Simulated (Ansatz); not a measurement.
C2H6GeO can be A, `[CH3][GeH2][CH]=O`, or B, `O=C[CH2][GeH3]`.

Gas-phase electronic energies from Ansatz, PBE0-D4/def2-TZVP geometries. CCSD(T)/CBS adds triple-zeta CCSD(T) − MP2 to the extrapolated MP2 energy (def2 sets, frozen cores). Functionals use def2-TZVPP. B3LYP here is the variant with VWN-RPA as its local correlation; programs differ in this. For Ge outer-core shells are correlated without core-valence functions, which leaves a few kJ/mol of doubt a bond. Scalar relativity is left out up to krypton. Each species was taken in one conformer, which may not be the lowest.

A:

Z-matrix (Å, degrees):
```
C
Ge 1 1.944
H 1 1.090 2 110.7
H 1 1.090 2 109.7 3 120.5
H 1 1.090 2 109.8 3 -120.5
C 2 2.006 1 108.3 3 180.0
H 2 1.542 1 112.5 3 -61.1
H 2 1.542 1 112.5 3 61.0
O 6 1.201 2 121.8 1 0.2
H 6 1.117 2 118.6 1 -179.8
```

B:

```xyz
10

O    -0.294    0.127    2.396
C     0.440    0.262    1.453
C     0.453   -0.618    0.258
Ge   -0.612    0.207   -1.194
H     1.157    1.112    1.417
H     1.468   -0.738   -0.128
H     0.010   -1.589    0.489
H    -0.069    1.614   -1.488
H    -0.475   -0.670   -2.447
H    -2.079    0.293   -0.756
```

Q: Which is lower in electronic energy at CCSD(T)/CBS, and by how much? (Best estimate.)

A: Computed: B, by 3.5 kcal/mol.

Q: Give E(B) − E(A) in kcal/mol with MP2/def2-TZVPP, r2SCAN-D4, CCSD(T)/def2-TZVPP, PBE-D4, B3LYP-D4, PBE0-D4, B2PLYP. (An estimate is asked.)

A: The calculation gave: MP2/def2-TZVPP -3.7, r2SCAN-D4 -3.9, CCSD(T)/def2-TZVPP -3.1, PBE-D4 -3.4, B3LYP-D4 -3.3, PBE0-D4 -4.2, B2PLYP -3.3. None reverses the order clearly.

Largest T1 diagnostic: 0.013.

From PBE to PBE0 (25 % exact exchange), in def2-TZVPP and without D4, E(B) − E(A) moves by −0.8 kcal/mol. In def2-TZVPP, CCSD(T) changes the Hartree–Fock value by +1.6 kcal/mol (the triples alone add +0.1 kcal/mol) and MP2 by +1.0 kcal/mol.
